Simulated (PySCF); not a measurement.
Static response to an electric field

Compound: Nb(NMe)Me3, C4H12NNb (singlet state).
Geometry (PBE0-D3(BJ)/def2-SVP, Å), atoms numbered from 1 in this order:
```
atom  x, y, z in Å
Nb1   -0.003    0.005   -0.430
N2     0.002   -0.008    1.310
C3     0.005   -0.017    2.725
H4     0.641    0.790    3.130
H5    -1.013    0.126    3.130
H6     0.390   -0.974    3.120
C7     2.079    0.004   -0.995
H8     2.159   -0.085   -2.097
H9     2.653   -0.820   -0.539
H10    2.564    0.950   -0.695
C11   -1.045    1.815   -0.974
H12   -0.965    1.969   -2.068
H13   -0.662    2.716   -0.468
H14   -2.117    1.726   -0.722
C15   -1.049   -1.796   -1.000
H16   -2.040   -1.888   -0.526
H17   -0.466   -2.692   -0.724
H18   -1.190   -1.804   -2.099
```

Level: PBE0/def2-SVPD (PySCF), static field, nuclei fixed, core orbitals frozen in the response. The polarisability tensor in these axes (au):

```
x   103.60  -0.03   0.06
y    -0.03 103.59  -0.10
z     0.06  -0.10 120.22
```

Question: Diagonalise the tensor; give its mean and Δα, where Δα² is half the sum of the squared differences of the eigenvalues.

Answer: Principal values 103.57, 103.62 and 120.22 au; mean 109.14 au = 16.17 Å³ = 17.99 × 10⁻⁴⁰ C²·m²/J; Δα = 16.62 au (15 % of the mean).

Question: What is the dipole moment?

Answer: 0.01 D at this geometry.

Question: Molar refractivity from α?

Answer: Lorentz–Lorenz: R = (4π/3)N_A α = 2.5225 cm³/(mol·Å³) × 16.17 Å³ = 40.8 cm³/mol, in the limit of long wavelengths.

Question: Find the Langevin capture rate constant for H3+ (3.023 u) meeting this molecule (167.003 u), k = 2.342 × 10⁻⁹ cm³/s × √(α in Å³ / reduced mass in u).

Answer: The reduced mass is 2.97 u, so k = 5.47 × 10⁻⁹ cm³/s.

Question: Form Σ f/ω² (atomic units) for the 10 lowest TDDFT singlets, given as eV and f, and set it beside the mean polarisability, which is this sum over all singlets: 4.27, 0.0000; 4.48, 0.0006; 4.48, 0.0006; 4.90, 0.0126; 4.92, 0.0004; 5.13, 0.0136; 5.13, 0.0138; 5.38, 0.0515; 5.60, 0.0410; 5.60, 0.0406.

Answer: They add up to 4.46 au, 4.1 % of the 109.14 au; the largest single term is 1.32 au, from the state at 5.38 eV. Terms in order: 0.00, 0.02, 0.02, 0.39, 0.01, 0.38, 0.39, 1.32, 0.97, 0.96 au. Higher excitations give the rest. The strengths listed sum to 0.175.

Geometry: PBE0-D3(BJ)/def2-SVP; no solvent, vibrations or thermal averaging. Atoms past krypton carry effective core potentials; spin–orbit coupling is left out.
